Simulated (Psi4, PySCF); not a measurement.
Here is a job for PySCF.
```python
from pyscf import gto, scf, dft

mol = gto.M(
    atom='''
Si    0.03546107   -0.43348006   -0.37037273
C     1.45753028    0.73873281    0.08712166
C    -1.52290395    0.06040205    0.59567275
H     0.40740896   -1.81447085   -0.03255476
H    -0.23071309   -0.34547884   -1.81294296
H     1.21576604    1.77029475   -0.15390745
H     2.36525377    0.48151727   -0.45044984
H     1.68282158    0.69510725    1.14919776
H    -2.35613024   -0.59304426    0.35515928
H    -1.82783780    1.07758693    0.36542227
H    -1.36078226    0.00239943    1.66852748
''',
    basis='def2-svp',
    verbose=4,
)

mf = dft.RKS(mol)
mf.xc = 'blyp'
mf.grids.atom_grid = (99, 590)
mf.grids.prune = None
mf.kernel()
```

Write the same job for Psi4.

Several could match; the one computed here: 
```
memory 2 GB

molecule mol {
0 1
Si    0.035461   -0.433480   -0.370373
C     1.457530    0.738733    0.087122
C    -1.522904    0.060402    0.595673
H     0.407409   -1.814471   -0.032555
H    -0.230713   -0.345479   -1.812943
H     1.215766    1.770295   -0.153907
H     2.365254    0.481517   -0.450450
H     1.682822    0.695107    1.149198
H    -2.356130   -0.593044    0.355159
H    -1.827838    1.077587    0.365422
H    -1.360782    0.002399    1.668527
}

set {
  basis def2-svp
  reference rks
  scf_type pk
  puream true
  d_convergence 1e-8
  dft_radial_points 99
  dft_spherical_points 590
}

energy('blyp')
print_variables()
```

Both were run: PySCF gave -370.302382 Eh and Psi4 -370.302382 Eh, 0.000 mEh apart.
